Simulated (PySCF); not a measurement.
# Deuteron quadrupole couplings in `C=CO/C=C\C(N)=O`

Species: C5H7NO2.
Structure used (GFN2-xTB), in Å, numbered top down from 1:
```xyz
15
C5H7NO2 angstrom
C      2.593    1.364   -0.286
C      1.999    0.230    0.044
O      0.646    0.091   -0.014
C      0.097   -1.092    0.340
C     -1.211   -1.356    0.327
C     -2.334   -0.476   -0.065
N     -2.011    0.782   -0.446
O     -3.485   -0.869   -0.045
H      3.660    1.460   -0.236
H      2.027    2.218   -0.612
H      2.549   -0.646    0.375
H      0.806   -1.857    0.650
H     -1.526   -2.341    0.634
H     -2.755    1.398   -0.728
H     -1.060    1.101   -0.474
```

Level: PBE0/pcSseg-1 (PySCF, non-relativistic); Q(2H) = 0.00286 b; rigid geometry, the same for H and D, with no vibrational averaging.

**Question.** Rank these positions by the coupling χzz of a deuteron there, largest first.
A. H10 (vinylic hydrogen)
B. H15 (amide N–H hydrogen)
C. H13 (vinylic hydrogen)
D. H12 (vinylic hydrogen)
E. H14 (amide N–H hydrogen)

**Answer.** E (281 kHz), B (273 kHz), A (230 kHz), C (220 kHz), D (204 kHz).

**Question.** Give the electric field gradient Vzz (the principal value of largest size), its asymmetry and the 2H coupling at each hydrogen.

**Answer.** 
```tsv
atom	bonded to	bond length (Å)	Vzz (au)	η	χzz (kHz)
H9	C1	1.072	0.3458	0.07	232
H10	C1	1.075	0.3418	0.07	230
H11	C2	1.085	0.3088	0.13	208
H12	C4	1.088	0.3037	0.13	204
H13	C5	1.079	0.3279	0.09	220
H14	N7	1.006	0.4177	0.17	281
H15	N7	1.004	0.4066	0.21	273
```

**Question.** Average by the element that carries the hydrogen.

**Answer.** on C: 219 kHz over 5 positions, mean bond length 1.080 Å; on N: 277 kHz over 2 positions, mean bond length 1.005 Å.

**Question.** How does χzz go with the bond length over the 5 C–H bonds?

**Answer.** A straight-line fit has a slope of -19.5 kHz for each 0.01 Å, with a correlation coefficient of -1.00, over lengths from 1.072 to 1.088 Å. The longer bonds have the smaller couplings here.

**Question.** Give the 2H NMR doublet splittings at H9 for a magnetic field along the z, y and x axes of the gradient: 3χ/2, 3χ(1 + η)/4, 3χ(1 − η)/4.

**Answer.** With |χ| = 232.4 kHz and η = 0.071: 349, 187 and 162 kHz, to first order and without motion.

The structure is a single GFN2-xTB conformer in the gas phase; no vibrational or solvent corrections. GFN2-xTB bond lengths can be off by several hundredths of an ångström, more for odd bonds, and the gradients follow them. The small basis limits the accuracy of the gradients.

The run behind these numbers computed NMR shieldings as well. The run took 21 s on INTEL XEON PLATINUM 8581C at 2.10 GHz, one thread, shared host with 80 logical CPUs at a one-minute load of 24, and the process peaked at 0.75 GiB of memory.
